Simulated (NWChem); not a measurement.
**Total energies of formate (CHO2 (-1))**

```xyz
4

O      1.1320     0.0000     0.2065
C      0.0000     0.0000    -0.3052
O     -1.1320     0.0000     0.2065
H      0.0000     0.0000    -1.4728
```
Charge -1, spin multiplicity 1.

All runs are NWChem calculations. The geometry was optimised at PBE0/def2-SVP, a minimum by its harmonic frequencies.

Basis set: def2-TZVPD (126 functions).

```csv
method,total energy (Ha),relative cost
RHF,-188.28053,1
MP2,-188.92077,under 3
B2PLYP,-189.16420,under 3
PBE,-189.09407,under 3
B3LYP,-189.29394,under 3
TPSS,-189.31218,under 3
```

Total energies of different functionals aren't comparable as a measure of quality: only differences taken within one method are. The cost column gives rough processor time relative to RHF; each entry includes its own SCF.

The correlated methods keep 3 core orbitals frozen. B3LYP has NWChem's definition, with VWN1-RPA local correlation. The anion's geometry comes from a basis without diffuse functions.
